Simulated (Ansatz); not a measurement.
## Molecular dynamics of C$_{2}$H$_{5}$IO$_{2}$

Input file:

```yaml
crystal:
  periodic: [false, false, false]
  atoms:
    - { symbol: C, position_ang: [-0.822704, -0.753294, 0.16181] }
    - { symbol: C, position_ang: [0.181025, 0.33329, -0.140698] }
    - { symbol: O, position_ang: [0.758846, 0.883176, 0.988351] }
    - { symbol: O, position_ang: [1.110133, -0.15858, -1.013556] }
    - { symbol: I, position_ang: [-0.880887, 2.069417, -1.072239] }
    - { symbol: H, position_ang: [-1.591606, -0.387127, 0.851465] }
    - { symbol: H, position_ang: [-1.293099, -1.118119, -0.758787] }
    - { symbol: H, position_ang: [-0.281772, -1.594377, 0.627852] }
    - { symbol: H, position_ang: [1.119889, 0.151308, 1.512618] }
    - { symbol: H, position_ang: [1.783275, 0.523106, -1.153815] }
basis:
  gaussian: { orbitals: def2-SVP }
hamiltonian:
  xc: cam_b3lyp
md:
  timestep: 0.5
  n_steps: 100
  ensemble: nve
  temperature: 300.0
  initial_velocities: maxwell_boltzmann
  seed: 246498
scf:
  lower_state_search: "off"
```

Command:

```bash
$ ansatz run input.yaml --threads 2 --pin off --max-ram 3072MiB --backend cpu --events-out ev --progress --plain --runs-dir out
```

It starts from a relaxed structure.

Output, in part (one step line in 2, the closing report, with atoms numbered from 0):

```
md step     0: t =     0.00 fs  T =   300.0 K  F+E_penalty+E_count = -14343.14701739 eV  E_kin = 0.310224 eV  conserved = -14342.83679339 eV  (16 SCF iters)
md step     2: t =     1.00 fs  T =   274.9 K  F+E_penalty+E_count = -14343.12060222 eV  E_kin = 0.284285 eV  conserved = -14342.83631718 eV  (22 SCF iters)
md step     4: t =     2.00 fs  T =   225.3 K  F+E_penalty+E_count = -14343.06844043 eV  E_kin = 0.232941 eV  conserved = -14342.83549944 eV  (22 SCF iters)
md step     6: t =     3.00 fs  T =   195.5 K  F+E_penalty+E_count = -14343.03753595 eV  E_kin = 0.202186 eV  conserved = -14342.83535012 eV  (22 SCF iters)
md step     8: t =     4.00 fs  T =   194.6 K  F+E_penalty+E_count = -14343.03718240 eV  E_kin = 0.201266 eV  conserved = -14342.83591594 eV  (22 SCF iters)
md step    10: t =     5.00 fs  T =   192.3 K  F+E_penalty+E_count = -14343.03519473 eV  E_kin = 0.198826 eV  conserved = -14342.83636859 eV  (22 SCF iters)
md step    12: t =     6.00 fs  T =   163.4 K  F+E_penalty+E_count = -14343.00508654 eV  E_kin = 0.168953 eV  conserved = -14342.83613401 eV  (22 SCF iters)
md step    14: t =     7.00 fs  T =   121.0 K  F+E_penalty+E_count = -14342.96058007 eV  E_kin = 0.125109 eV  conserved = -14342.83547107 eV  (22 SCF iters)
md step    16: t =     8.00 fs  T =   101.2 K  F+E_penalty+E_count = -14342.93991099 eV  E_kin = 0.104681 eV  conserved = -14342.83523003 eV  (22 SCF iters)
md step    18: t =     9.00 fs  T =   116.7 K  F+E_penalty+E_count = -14342.95651425 eV  E_kin = 0.120713 eV  conserved = -14342.83580166 eV  (22 SCF iters)
md step    20: t =    10.00 fs  T =   137.4 K  F+E_penalty+E_count = -14342.97850678 eV  E_kin = 0.142102 eV  conserved = -14342.83640429 eV  (22 SCF iters)
md step    22: t =    11.00 fs  T =   130.9 K  F+E_penalty+E_count = -14342.97165182 eV  E_kin = 0.135385 eV  conserved = -14342.83626674 eV  (22 SCF iters)
md step    24: t =    12.00 fs  T =   103.2 K  F+E_penalty+E_count = -14342.94240871 eV  E_kin = 0.106691 eV  conserved = -14342.83571725 eV  (22 SCF iters)
md step    26: t =    13.00 fs  T =    82.7 K  F+E_penalty+E_count = -14342.92100117 eV  E_kin = 0.085468 eV  conserved = -14342.83553359 eV  (16 SCF iters)
md step    28: t =    14.00 fs  T =    80.3 K  F+E_penalty+E_count = -14342.91879441 eV  E_kin = 0.083027 eV  conserved = -14342.83576720 eV  (23 SCF iters)
md step    30: t =    15.00 fs  T =    84.7 K  F+E_penalty+E_count = -14342.92352424 eV  E_kin = 0.087570 eV  conserved = -14342.83595430 eV  (22 SCF iters)
md step    32: t =    16.00 fs  T =    84.1 K  F+E_penalty+E_count = -14342.92300841 eV  E_kin = 0.086964 eV  conserved = -14342.83604442 eV  (15 SCF iters)
md step    34: t =    17.00 fs  T =    73.4 K  F+E_penalty+E_count = -14342.91188847 eV  E_kin = 0.075912 eV  conserved = -14342.83597648 eV  (23 SCF iters)
md step    36: t =    18.00 fs  T =    59.3 K  F+E_penalty+E_count = -14342.89687111 eV  E_kin = 0.061336 eV  conserved = -14342.83553505 eV  (16 SCF iters)
md step    38: t =    19.00 fs  T =    66.2 K  F+E_penalty+E_count = -14342.90375959 eV  E_kin = 0.068489 eV  conserved = -14342.83527088 eV  (16 SCF iters)
md step    40: t =    20.00 fs  T =   106.6 K  F+E_penalty+E_count = -14342.94598396 eV  E_kin = 0.110194 eV  conserved = -14342.83578984 eV  (15 SCF iters)
md step    42: t =    21.00 fs  T =   152.9 K  F+E_penalty+E_count = -14342.99451081 eV  E_kin = 0.158095 eV  conserved = -14342.83641538 eV  (21 SCF iters)
md step    44: t =    22.00 fs  T =   172.1 K  F+E_penalty+E_count = -14343.01426894 eV  E_kin = 0.177986 eV  conserved = -14342.83628296 eV  (21 SCF iters)
md step    46: t =    23.00 fs  T =   170.1 K  F+E_penalty+E_count = -14343.01160052 eV  E_kin = 0.175912 eV  conserved = -14342.83568821 eV  (21 SCF iters)
md step    48: t =    24.00 fs  T =   177.7 K  F+E_penalty+E_count = -14343.01921097 eV  E_kin = 0.183711 eV  conserved = -14342.83549980 eV  (21 SCF iters)
md step    50: t =    25.00 fs  T =   205.1 K  F+E_penalty+E_count = -14343.04794176 eV  E_kin = 0.212041 eV  conserved = -14342.83590078 eV  (21 SCF iters)
md step    52: t =    26.00 fs  T =   230.8 K  F+E_penalty+E_count = -14343.07499835 eV  E_kin = 0.238657 eV  conserved = -14342.83634100 eV  (22 SCF iters)
md step    54: t =    27.00 fs  T =   230.6 K  F+E_penalty+E_count = -14343.07481255 eV  E_kin = 0.238461 eV  conserved = -14342.83635157 eV  (22 SCF iters)
md step    56: t =    28.00 fs  T =   205.0 K  F+E_penalty+E_count = -14343.04791052 eV  E_kin = 0.212009 eV  conserved = -14342.83590165 eV  (22 SCF iters)
md step    58: t =    29.00 fs  T =   180.8 K  F+E_penalty+E_count = -14343.02241178 eV  E_kin = 0.186990 eV  conserved = -14342.83542210 eV  (22 SCF iters)
md step    60: t =    30.00 fs  T =   183.7 K  F+E_penalty+E_count = -14343.02558633 eV  E_kin = 0.189955 eV  conserved = -14342.83563120 eV  (22 SCF iters)
md step    62: t =    31.00 fs  T =   201.6 K  F+E_penalty+E_count = -14343.04480208 eV  E_kin = 0.208468 eV  conserved = -14342.83633427 eV  (22 SCF iters)
md step    64: t =    32.00 fs  T =   198.5 K  F+E_penalty+E_count = -14343.04161019 eV  E_kin = 0.205256 eV  conserved = -14342.83635425 eV  (22 SCF iters)
md step    66: t =    33.00 fs  T =   172.3 K  F+E_penalty+E_count = -14343.01387678 eV  E_kin = 0.178174 eV  conserved = -14342.83570320 eV  (22 SCF iters)
md step    68: t =    34.00 fs  T =   154.5 K  F+E_penalty+E_count = -14342.99534909 eV  E_kin = 0.159787 eV  conserved = -14342.83556204 eV  (22 SCF iters)
md step    70: t =    35.00 fs  T =   153.7 K  F+E_penalty+E_count = -14342.99488043 eV  E_kin = 0.158914 eV  conserved = -14342.83596610 eV  (22 SCF iters)
md step    72: t =    36.00 fs  T =   150.2 K  F+E_penalty+E_count = -14342.99144840 eV  E_kin = 0.155341 eV  conserved = -14342.83610724 eV  (22 SCF iters)
md step    74: t =    37.00 fs  T =   135.0 K  F+E_penalty+E_count = -14342.97558499 eV  E_kin = 0.139635 eV  conserved = -14342.83594996 eV  (22 SCF iters)
md step    76: t =    38.00 fs  T =   115.2 K  F+E_penalty+E_count = -14342.95495396 eV  E_kin = 0.119098 eV  conserved = -14342.83585642 eV  (22 SCF iters)
md step    78: t =    39.00 fs  T =    96.9 K  F+E_penalty+E_count = -14342.93604381 eV  E_kin = 0.100235 eV  conserved = -14342.83580831 eV  (21 SCF iters)
md step    80: t =    40.00 fs  T =    84.6 K  F+E_penalty+E_count = -14342.92313292 eV  E_kin = 0.087442 eV  conserved = -14342.83569066 eV  (22 SCF iters)
md step    82: t =    41.00 fs  T =    83.9 K  F+E_penalty+E_count = -14342.92253040 eV  E_kin = 0.086790 eV  conserved = -14342.83574023 eV  (22 SCF iters)
md step    84: t =    42.00 fs  T =    92.1 K  F+E_penalty+E_count = -14342.93124098 eV  E_kin = 0.095264 eV  conserved = -14342.83597654 eV  (21 SCF iters)
md step    86: t =    43.00 fs  T =    98.1 K  F+E_penalty+E_count = -14342.93741671 eV  E_kin = 0.101465 eV  conserved = -14342.83595188 eV  (21 SCF iters)
md step    88: t =    44.00 fs  T =   102.9 K  F+E_penalty+E_count = -14342.94213436 eV  E_kin = 0.106396 eV  conserved = -14342.83573789 eV  (22 SCF iters)
md step    90: t =    45.00 fs  T =   116.2 K  F+E_penalty+E_count = -14342.95591691 eV  E_kin = 0.120147 eV  conserved = -14342.83577037 eV  (22 SCF iters)
md step    92: t =    46.00 fs  T =   136.7 K  F+E_penalty+E_count = -14342.97726610 eV  E_kin = 0.141347 eV  conserved = -14342.83591935 eV  (21 SCF iters)
md step    94: t =    47.00 fs  T =   155.7 K  F+E_penalty+E_count = -14342.99702183 eV  E_kin = 0.161009 eV  conserved = -14342.83601281 eV  (21 SCF iters)
md step    96: t =    48.00 fs  T =   166.4 K  F+E_penalty+E_count = -14343.00814110 eV  E_kin = 0.172056 eV  conserved = -14342.83608499 eV  (21 SCF iters)
md step    98: t =    49.00 fs  T =   165.3 K  F+E_penalty+E_count = -14343.00686958 eV  E_kin = 0.170887 eV  conserved = -14342.83598301 eV  (21 SCF iters)
md step   100: t =    50.00 fs  T =   159.5 K  F+E_penalty+E_count = -14343.00061628 eV  E_kin = 0.164920 eV  conserved = -14342.83569623 eV  (21 SCF iters)
Total energy: -14343.00072532 eV, -527.0955546204 hartree
Atom 0 at    -0.830591    -0.724979     0.149548 Å, force    -1.034488     1.322155     0.080743 eV/Å
Atom 1 at     0.192374     0.357455    -0.151145 Å, force    -0.007800    -0.587607    -0.168535 eV/Å
Atom 2 at     0.748055     0.856926     0.994517 Å, force    -0.125078     0.970092     0.229033 eV/Å
Atom 3 at     1.156763    -0.182716    -0.977716 Å, force    -0.807164    -0.573378     0.001683 eV/Å
Atom 4 at    -0.885495     2.069592    -1.071743 Å, force     0.229225    -0.012154    -0.060388 eV/Å
Atom 5 at    -1.594989    -0.301529     0.878141 Å, force     0.908109    -0.730982    -0.661132 eV/Å
Atom 6 at    -1.347766    -1.056640    -0.762622 Å, force     0.086133     0.004281     0.080303 eV/Å
Atom 7 at    -0.260149    -1.548847     0.549533 Å, force     0.144633    -0.712614     0.506031 eV/Å
Atom 8 at     1.257585     0.157019     1.409108 Å, force     0.242746    -0.375550     0.098320 eV/Å
Atom 9 at     1.652102     0.477093    -1.453383 Å, force     0.363683     0.695758    -0.106058 eV/Å
Dipole moment:     0.238636    -0.330928     0.095287 e Å
```

The run went to its last step. The conserved energy stayed within 0.16 meV per atom of its start (net change 0.11 meV per atom), so the integration is sound. A run of 0.05 ps of so small a system gives no equilibrium averages.

The same pairs are bonded in the first frame and the last. Pairs count as bonded within 1.25 times the sum of covalent radii (0.12 Å more for H–H).

Last frame:

```xyz
10
Properties=species:S:1:pos:R:3
C -0.831 -0.725 0.149
C 0.192 0.357 -0.151
O 0.748 0.857 0.995
O 1.157 -0.183 -0.978
I -0.885 2.070 -1.072
H -1.595 -0.301 0.878
H -1.348 -1.057 -0.763
H -0.260 -1.549 0.549
H 1.258 0.157 1.409
H 1.652 0.477 -1.453
```

Run time: 8.4 min on 2 threads of Arm Neoverse N1, on a shared host, peak memory 0.27 GiB.
